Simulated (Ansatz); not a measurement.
The same molecule with X = B, Al, In. Ansatz, PBE0-D4/def2-TZVP geometries, multiplicity 1. Each molecule was computed in one conformer, which needn't be the lowest.

Elements past krypton have def2 core potentials.

```
 X          molecule  mean X–C bond length / Å  mean X–H bond length / Å  mean X–I bond length / Å  HOMO energy (B3LYP/def2-TZVPP) / eV  size of the dipole moment (ωB97M-V/def2-TZVPP) / D  size of the dipole moment (PBE/def2-TZVPP) / D
Al  `F[CH2][AlH][I]`                     1.978                     1.580                     2.463                                -7.41                                                2.22                                            1.91
In  `F[CH2][InH][I]`                     2.168                     1.707                     2.684                                -7.07                                                1.14                                            1.15
```

(1) Give the row for X = B, `FCBI`. (An estimate is asked.)

## Answers

(1) Ansatz gave: 
```csv
X,molecule,mean X–C bond length / Å,mean X–H bond length / Å,mean X–I bond length / Å,HOMO energy (B3LYP/def2-TZVPP) / eV,size of the dipole moment (ωB97M-V/def2-TZVPP) / D,size of the dipole moment (PBE/def2-TZVPP) / D
B,`FCBI`,1.553,1.191,2.099,-7.33,1.88,1.58
```

From B to In the mean X–C bond length rises at each step, by 0.615 Å in all; the mean X–H bond length rises at each step, by 0.516 Å in all; the mean X–I bond length rises at each step, by 0.585 Å in all; the HOMO energy (B3LYP/def2-TZVPP) isn't monotonic: highest at In, lowest at Al. Bonds lengthen as the atom grows down the group. Dipoles are sizes alone, and their direction can turn along the series.

B3LYP here is the variant with VWN-RPA as its local correlation; programs differ in this.

Spin–orbit coupling is left out; it splits and shifts lone-pair levels of the heavy atoms by tenths of an eV.
